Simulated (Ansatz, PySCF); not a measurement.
The pair A = SiH4 (SMILES [SiH4]) (first 5 atoms), B = CH4O (SMILES CO); geometry from B3LYP-D3(BJ)/def2-TZVP.
(charge 0, multiplicity 1):
| atom | x (Å) | y (Å) | z (Å) |
|---|---|---|---|
| Si | 0.0779 | 0.1102 | 0.2841 |
| H | -1.1281 | -0.5255 | 0.8619 |
| H | 0.3097 | 1.4322 | 0.9018 |
| H | -0.1668 | 0.3089 | -1.1675 |
| H | 1.2544 | -0.7695 | 0.4425 |
| C | -0.4786 | 0.5213 | 3.9292 |
| O | 0.4930 | -0.2856 | 3.2741 |
| H | -1.4774 | 0.3875 | 3.5011 |
| H | -0.1763 | 1.5567 | 3.7821 |
| H | -0.5184 | 0.3186 | 5.0040 |
| H | 0.2554 | -1.2115 | 3.3870 |

Frozen-core correlation. CBS(a, b) extrapolates the correlation energy as X⁻³ and adds the Hartree–Fock energy of set b. MP2 and its Hartree–Fock in aug-cc-pV(T+d)Z are density fitted.

The values were computed with Ansatz (a first-principles code) with Gaussian orbitals; PySCF for the dispersion terms. 

The monomers are drawn apart, rigid, along the line of their centres of mass. Counterpoise-corrected interaction energies (kcal/mol):

```json
[
 {"level": "PBE/def2-TZVPPD", "R = 4.538 Å": "-0.5284", "R = 5.756 Å": "-0.1205"},
 {"level": "PBE-D3(BJ)/def2-TZVPPD", "R = 4.538 Å": "-0.9189", "R = 5.756 Å": "-0.2240"},
 {"level": "wB97M-V/def2-TZVPPD", "R = 4.538 Å": "-0.8065", "R = 5.756 Å": "-0.2154"},
 {"level": "MP2/CBS(aug-cc-pV(D+d)Z, aug-cc-pV(T+d)Z) + ΔCCSD(T)/aug-cc-pV(D+d)Z", "R = 4.538 Å": "-0.8078", "R = 5.756 Å": "-0.2062"}
]
```

Q: R is the distance of the centres of mass. Find the local exponent m of E ∝ R⁻ᵐ between the two points.

A: 
m = ln(E₁/E₂)/ln(R₂/R₁): PBE/def2-TZVPPD 6.2; PBE-D3(BJ)/def2-TZVPPD 5.9; wB97M-V/def2-TZVPPD 5.6; MP2/CBS(aug-cc-pV(D+d)Z, aug-cc-pV(T+d)Z) + ΔCCSD(T)/aug-cc-pV(D+d)Z 5.7. For scale, two fixed dipoles give m = 3, dipole and quadrupole 4, quadrupoles 5, and dispersion or dipole-induced dipole 6 at long range; at these distances several terms mix, and what is left of overlap and damping shifts m, so it need not match one of them.
